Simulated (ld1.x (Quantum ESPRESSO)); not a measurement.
**Ge (Z = 32): excitation energies, all-electron against PAW**

germanium (Ge), PAW, made with ld1.x (Quantum ESPRESSO) 7.5 (PBE, fully relativistic). Core [Ar], reference 3d10 4s2 4p0 (charge +2). Waves: 4s (bound): rcut 1.25, rcutus 1.50 bohr; 4s channel at 0.5 Ry: rcut 1.25, rcutus 1.50 bohr; 4p (bound, empty): rcut 1.65, rcutus 2.20 bohr; 4p channel at -1.15 Ry: rcut 1.65, rcutus 2.20 bohr; 3d (bound): rcut 1.10, rcutus 1.30 bohr; 3d channel at -2.95 Ry: rcut 1.10, rcutus 1.30 bohr. Local part: all-electron potential smoothed inside 1.00 bohr (lloc = -1). Core correction: Bessel-smoothed model core, default radius (core density twice the valence density). Augmentation charge: BG, radius 1.05 bohr.

Open shells are filled in proportion to 2j + 1 (rel_dist='average').

Energies are relative to the spin-unpolarised reference configuration 3d10 4s2 4p0; without spin polarisation the order of configurations can differ from experiment.

```
valence configuration  charge  ΔE all-electron (eV)  error AE − PS (meV)
         3d10 4s2 4p2       0               -22.888                 +4.6
         3d10 4s2 4p1      +1               -15.442                 +1.9
         3d10 4s1 4p0      +3                34.791                 -2.6
       3d10 4s2 4p1.5    +0.5               -20.085                 +3.3
         3d10 4s0 4p0      +4                81.134                  -14
```

Problem. What are ΔE and the potential's error for 3d10 4s1 4p2?

Solution. ΔE = -6.729 eV all-electron; the error (AE − PS) is +6.1 meV.

Problem. What are ΔE and the potential's error for 3d9 4s2 4p2?

Solution. ΔE = 15.794 eV all-electron; the error (AE − PS) is +11 meV.

The ghost test of this file was not conclusive.
